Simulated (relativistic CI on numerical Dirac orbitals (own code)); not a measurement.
**Hyperfine structure of Pd36+, mass number 105**

Method of calculation: Dirac-Coulomb-Breit CI, KLI orbitals optimised for each configuration, model QED (radiative potential, 1s self-energy scaled to tabulated hydrogen-like ionisation energies), unscaled Slater integrals (own radial code, finite nucleus).

Configurations in the expansion (outside the closed core 1s2): 2s²2p⁶, 2s²2p⁵3s, 2s²2p⁵3p, 2s²2p⁵3d, 2s2p⁶3s, 2s2p⁶3p, 2s2p⁶3d, 2s²2p⁵4s, 2s²2p⁵4p, 2s²2p⁵4d, 2s²2p⁵4f, 2s2p⁶4s, 2s2p⁶4p, 2s²2p⁴3s², 2s2p⁶4d, 2s2p⁶4f. Levels of other configurations are missing.

Nuclear spin I = 5/2, μ = -0.642 μN, Q = 0.66 b (tables of Stone and Pyykkö). The electronic factors are computed for point nuclear moments, without core polarisation or the Bohr-Weisskopf and QED corrections.

```
        Level   E (eV)  A (GHz)  B (GHz)
2s²2p⁵3s ³P°2  2931.77   -88.86     -214
2s²2p⁵3s ¹P°1  2936.30   0.8376     -100
 2s²2p⁵3p ³D2  3008.05   -50.39     -213
 2s²2p⁵3p ³D3  3047.74   -27.72     -157
 2s²2p⁵3p ¹P1  3047.84   -29.19     51.9
 2s²2p⁵3p ³P2  3054.46   -27.66    -1.77
2s²2p⁵3s ³P°1  3097.61   -244.6    -6.29
2s²2p⁵3d ³P°1  3139.29   -17.92     64.7
```

Levels with J = 0, under 50 % of one LS term, or S terms without an open s electron are left out. Small factors come from cancelling terms and can be off by tens of per cent or more.

At this charge energies of transitions that change n are usually good to better than 1 %, and those within a shell (Δn = 0) to a few per cent.

Give the hyperfine levels of 2s²2p⁵3s ³P°2 relative to its centre of gravity.

With K = F(F + 1) − I(I + 1) − J(J + 1), E = AK/2 + B[¾K(K + 1) − I(I + 1)J(J + 1)]/[2I(2I − 1)J(2J − 1)]: F = 1/2: 472.3, F = 3/2: 435.3, F = 5/2: 320, F = 7/2: 46.47, F = 9/2: -497.8 GHz.

LS names give the leading component of a level, which can be under half, so a name can repeat, a term be missing and a line seem to break the LS rules.
